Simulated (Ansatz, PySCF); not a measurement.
Sn(F)(Me)(NH2)2 (CH7FN2Sn), SMILES [CH3][Sn]([NH2])([NH2])[F]. Atoms are numbered in the order given.

```xyz
12

C      1.9619    -0.4587     0.7344
Sn     0.0140     0.0088     0.0233
N     -1.4677    -0.7556     1.1715
N     -0.3564     1.9896    -0.1758
F     -0.1043    -0.7478    -1.7816
H      1.8932    -0.8983     1.7387
H      2.5547     0.4646     0.7812
H      2.4371    -1.1719     0.0480
H     -1.2737    -1.6964     1.5089
H     -2.3712    -0.7791     0.7023
H     -0.1158     2.3484    -1.0982
H     -1.3345     2.2150    -0.0029
```
Charge 0, spin multiplicity 1.

The structure is a stationary point at PBE0-D3(BJ)/def2-SVP. The structure was generated by enumeration; whether it is a known compound was not checked. The def2 effective core potentials stand for the cores of Sn; spin–orbit coupling is left out. Other conformers were not sampled.

Two levels are set side by side: PBE-D3(BJ)/def2-SVP (Ansatz, an electronic-structure program) and PBE0-D3(BJ)/def2-SVP (Ansatz). Each level has its own optimised geometry; the coordinates shown are those of the second. Frequencies come from the Hessian of PySCF at each geometry. Differences are taken from unrounded values.

| quantity | PBE0-D3(BJ) | PBE-D3(BJ) | PBE-D3(BJ) minus PBE0-D3(BJ) |
|---|---|---|---|
| mean bond length (Å) | 1.409 | 1.426 | 0.017 |
| bond C1–Sn2 (Å) | 2.126 | 2.149 | 0.024 |
| bond Sn2–N3 (Å) | 2.024 | 2.058 | 0.033 |
| bond Sn2–N4 (Å) | 2.025 | 2.057 | 0.032 |
| bond Sn2–F5 (Å) | 1.961 | 1.985 | 0.024 |
| bond C1–H6 (Å) | 1.098 | 1.106 | 0.008 |
| bond C1–H7 (Å) | 1.098 | 1.106 | 0.008 |
| bond C1–H8 (Å) | 1.098 | 1.106 | 0.008 |
| bond N3–H9 (Å) | 1.018 | 1.030 | 0.012 |
| bond N3–H10 (Å) | 1.018 | 1.030 | 0.011 |
| bond N4–H11 (Å) | 1.019 | 1.030 | 0.012 |
| bond N4–H12 (Å) | 1.019 | 1.030 | 0.012 |
| highest harmonic wavenumber (cm⁻¹) | 3657 | 3504 | -154 |
| mean harmonic wavenumber (cm⁻¹) | 1296 | 1252 | -44 |
| zero-point energy (kcal/mol) | 55.58 | 53.70 | -1.89 |

GGA bonds tend to be longer and softer than those of functionals with exact exchange. Differences between two approximate levels are no errors against the true value.
